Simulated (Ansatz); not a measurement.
`[F][Sn]([F])([F])[SiH3]` + HI → `[F][Sn]([F])([F])[I]` + SiH₄ at 298.15 K and 1 bar (cleavage of the Sn–Si bond).

Calculated with Ansatz (gas phase, PBE0-D4/def2-TZVP geometries, no zero-point term in ΔE). CBS: MP2 limit from def2 TZ/QZ plus the TZ coupled-cluster correction, frozen cores. This one scheme is used for every species. Elements past krypton have def2 core potentials. For I, Sn outer-core shells are correlated without core-valence functions, which leaves a few kJ/mol of doubt a bond.

```csv
species,CCSD(T)/CBS energy (Eh),H − E (kJ/mol),S (J/(mol·K))
`[F][Sn]([F])([F])[SiH3]`,-804.39187,105.2,383.3
HI,-298.03592,22.7,206.5
`[F][Sn]([F])([F])[I]`,-810.98500,38.4,366.9
SiH₄,-291.46306,92.1,204.8
```

H − E and S are ideal-gas, rigid-rotor, harmonic terms from PBE0-D4/def2-TZVP. 1 Eh = 2625.50 kJ/mol, R = 8.31446 J/(mol·K).

Question: By hand: ΔE, ΔH, ΔS and ΔG.

Answer: ΔE = (-810.98500) + (-291.46306) − (-804.39187) − (-298.03592) = -0.02027 Eh = -53.2 kJ/mol. Δ(H − E) = 38.4 + 92.1 − 105.2 − 22.7 = 2.6, so ΔH = -50.6 kJ/mol. ΔS = 366.9 + 204.8 − 383.3 − 206.5 = -18.1 J/(mol·K). ΔG = -50.6 − 298.15 × (-18.1)/1000 = -45.2 kJ/mol.

Question: By hand: the equilibrium constant, and the temperature at which ΔG would vanish if ΔH and ΔS stayed fixed.

Answer: log₁₀ K = −ΔG/(RT ln 10) = 7.9. ΔG = 0 at ΔH/ΔS = 2796 K, far beyond where these terms or the molecules hold.

ΔH outweighs TΔS. A doubt of 5 kJ/mol in ΔE shifts log₁₀ K by 0.9 here. Modes under 60 cm⁻¹, often nearly free rotors, make the harmonic entropy too high. These are equilibria of isolated gas molecules and say nothing of rates. Largest T1 diagnostic: 0.015 (customary marks: 0.02 for closed shells, 0.045 for open ones).
